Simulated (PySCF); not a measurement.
Computed shifts of a molecule C₃H₅ClOSi, HF/pcSseg-1 (PySCF), GIAO, gas phase, atoms alike by connectivity averaged where their shifts nearly agree, in ppm (number of nuclei): ²⁹Si: 17.5 (1). ¹³C: 160.2 (1), 110.1 (1), 14.9 (1). ¹H: 7.02 (1), 5.67 (1), 5.37 (1), 1.77 (1), 1.65 (1). References: ³⁵Cl against HCl (σ = 958.2 ppm); ²⁹Si against TMS (σ = 393.8 ppm); ¹³C against TMS (σ = 192.6 ppm); ¹⁷O against H2O (σ = 333.0 ppm); ¹H against TMS (σ = 31.99 ppm), references at their B3LYP-D3(BJ)/def2-TZVP geometries, non-relativistic (without spin–orbit terms, shifts of atoms bonded to Cl or Br come out too high). Coordinates come from a B3LYP-D3(BJ)/def2-SVP optimisation. One conformer was computed; it need not be the lowest.

Pick the molecule that these values belong to.
A) ClC1=C[SiH2]OC1
B) O[Si@@H]1C=C(Cl)C1
C) ClC1=C[SiH2]CO1
D) Cl[Si@@H]1CC=CO1

D, Cl[Si@@H]1CC=CO1
